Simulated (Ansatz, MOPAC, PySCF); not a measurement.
Ligands exchanged one at a time, Al SH-H. Isolated molecules, 0 K electronic values unless said otherwise. One relaxed conformer stands for each flexible species; it need not be the lowest. Strings in code marks are SMILES.

Quantity: vertical ionisation energy (energy after one electron is removed minus that of the parent at the parent's geometry), in eV.

Level 1: frozen-core MP2/cc-pVTZ // TPSSh-D3(BJ)/def2-TZVP (Ansatz, a first-principles code)
Level 2: minus the HOMO energy of HF/6-31G* // TPSSh-D3(BJ)/def2-TZVP (PySCF)
Level 3: minus the HOMO energy of PM7 // TPSSh-D3(BJ)/def2-TZVP (MOPAC)
Level 4: minus the HOMO energy of SVWN5/6-31G* // TPSSh-D3(BJ)/def2-TZVP (PySCF)

```csv
species,level 2,level 3,level 4
`[AlH2][SH]`,10.45,10.67,6.71
`[SH][Al]([SH])[SH]`,10.51,10.13,6.55
`[AlH3]`,11.71,12.11,7.28
```

**Question.** What does level 1 give for each, and how far do the other levels lie from it on average?

**Answer.** 
- `[AlH2][SH]`: 10.24
- `[SH][Al]([SH])[SH]`: 10.16
- `[AlH3]`: 11.44
Mean absolute difference from level 1, which has limits of its own, over these rows (drawn at random from the members that have all these levels): level 2 0.275 eV, level 3 0.377 eV, level 4 3.77 eV.
